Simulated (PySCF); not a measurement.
PySCF input for C2H8N, SMILES [NH3+]CC, charge +1, PBE/pcSseg-1. Coordinates come from a B3LYP-D3(BJ)/def2-SVP optimisation. The isomer is the one that the SMILES or the coordinates give; other isomers of the formula were not compared.

```python
import numpy as np
from pyscf import gto, scf, dft
from pyscf.prop.nmr import rks as nmr

mol = gto.M(
    atom='''
    C    -0.26786544   -1.29603529    0.00000000
    C     0.60492776   -0.05757758   -0.00000000
    N    -0.24331454    1.20585118    0.00000000
    H     0.38095141   -2.18412102   -0.00000000
    H    -0.90325782   -1.35310561   -0.89799296
    H    -0.90325782   -1.35310561    0.89799295
    H     1.24427651    0.00831971    0.89170341
    H     1.24427653    0.00831971   -0.89170339
    H     0.33134125    2.06107045   -0.00000000
    H    -0.85675110    1.24667067    0.82765292
    H    -0.85675109    1.24667067   -0.82765293
    ''',
    basis='pcSseg-1',
    charge=1,
    spin=0,
    max_memory=1600,
    verbose=3,
)
mf = dft.RKS(mol, xc='pbe')
mf.grids.level = 3
mf.conv_tol = 1e-10
mf.max_cycle = 100
mf.kernel()
n = nmr.NMR(mf)
n.verbose = 2
n.max_cycle_cphf = 60
sigma = n.kernel()
print('atom   isotropic/ppm   span/ppm')
for i, s in enumerate(sigma):
    w = np.linalg.eigvalsh((s + s.T) / 2)
    print(f'{mol.atom_symbol(i):2s}{i + 1:3d} {w.mean():14.3f} {w[2] - w[0]:11.3f}')
```

Log of the run:

```
converged SCF energy = -135.327559352197
atom   isotropic/ppm   span/ppm
C   1        165.175      28.564
C   2        130.692      63.882
N   3        196.962      37.140
H   4         28.840      11.338
H   5         29.502       9.895
H   6         29.502       9.895
H   7         27.508       9.921
H   8         27.508       9.921
H   9         26.467      16.837
H  10         27.031      14.084
H  11         27.031      14.084
```

The calculation finished and met its thresholds.

Cost: around 9 core-seconds (rough).
